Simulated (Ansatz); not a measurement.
C2H4AlNO (`N=C=C[O][AlH2]`). Total charge 0; spin multiplicity 1.

Cartesian coordinates in Å:
```
N -1.648 0.221 1.732
C -1.194 -0.281 0.710
C -0.823 -0.721 -0.470
O 0.168 -0.178 -1.221
Al 1.612 0.657 -0.894
H -1.227 -0.125 2.596
H -1.332 -1.580 -0.895
H 2.068 0.827 0.610
H 2.377 1.180 -2.167
```

**Question.** What are the harmonic wavenumbers in cm⁻¹ at PBE0-D4/def2-TZVP (Ansatz, finite differences of forces, unscaled)? (Estimate.)

**Answer.** Computed: 74, 83, 187, 258, 395, 534, 604, 639, 672, 739, 786, 893, 1066, 1120, 1286, 1429, 1946, 1977, 2130, 3191, 3436.

**Question.** Is this a minimum?

**Answer.** Yes, all 21 modes are real.

**Question.** Give the ideal-gas thermochemistry at 298.15 K and 1 bar (rigid rotor, harmonic oscillator; point group C1, symmetry number 1).

**Answer.** Zero-point energy 140.2 kJ/mol; H(298) − E = 160.3 kJ/mol; entropy 339.1 J/(mol·K), of which translation 164.3, rotation 110.6, vibration 64.2; G(298) − E = 59.2 kJ/mol. Modes under 100 cm⁻¹ are hindered rotations or soft bends, so the harmonic entropy is rough.
